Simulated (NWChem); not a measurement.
System: InH2F; SMILES [F][InH2]

Here is an NWChem input.

```
start job
memory heap 200 mb stack 900 mb global 1100 mb
geometry units angstroms noautoz
  In     0.000000     0.000000    -0.325222
  H      0.000000     1.617741    -0.933431
  H      0.000000    -1.617741    -0.933431
  F      0.000000     0.000000     1.664395
end
basis spherical
  * library sto-3g
end
dft
  xc xpbe96 cpbe96
  iterations 150
  mulliken
end
task dft energy
```

Structure relaxed at the PBE-D3(BJ)/def2-SVP (def2 core potentials past Kr) level.

Question: Predict the main results of this run. (PBE/STO-3G, non-relativistic.) Quantities: basis functions; energy (Ha); highest occupied level (eV); orbital gap (eV); dipole (D).

Answer: 
```json
{
 "number_of_basis_functions": "34",
 "energy (Ha)": "-5783.74",
 "highest occupied level (eV)": "-1.93",
 "orbital gap (eV)": "3.24",
 "dipole (D)": "0.24"
}
```
